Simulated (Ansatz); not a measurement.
`BNBNC`, relaxed with RKS PBE-D4/def2-SVP in the Gaussian-basis code of Ansatz from a rough embedded geometry. The force threshold is 0.03 eV/Å; the program also tests the step.

The species carries charge 0 and has multiplicity 1.

Start:

```xyz
13

B     0.703   -2.057   -0.759
N     1.155   -0.633   -1.098
B     0.028    0.310   -0.714
N     0.207    1.334    0.442
C    -0.665    1.156    1.512
H     0.543   -2.450    0.276
H     0.434   -2.801   -1.703
H     1.228   -0.544   -2.111
H    -1.025    0.177   -1.214
H     0.047    2.260   -0.030
H    -0.457    1.900    2.280
H    -1.725    1.195    1.198
H    -0.473    0.151    1.922
```

Q: By how much does the energy fall, and how many steps does the optimiser take? (Estimate.)

A: Ansatz gave: 68.50 kcal/mol, in 19 steps.

Q: Which bonds change most? (Best estimate.)

A: Computed: B3–N4 from 1.555 to 1.406 Å; B1–N2 from 1.532 to 1.412 Å; B1–H6 from 1.119 to 1.216 Å; N4–C5 from 1.391 to 1.450 Å.

Q: Give the relaxed structure. (Estimate.)

A: The calculation gave: 
```xyz
13

B     0.728   -1.794   -0.370
N     0.348   -0.756   -1.248
B     0.112    0.675   -1.066
N    -0.297    1.289    0.131
C    -0.649    0.718    1.418
H     0.892   -1.573    0.814
H     0.914   -2.910   -0.823
H     0.329   -1.025   -2.237
H     0.251    1.403   -2.036
H    -0.372    2.307    0.099
H     0.200    0.726    2.137
H    -1.489    1.277    1.880
H    -0.965   -0.336    1.302
```
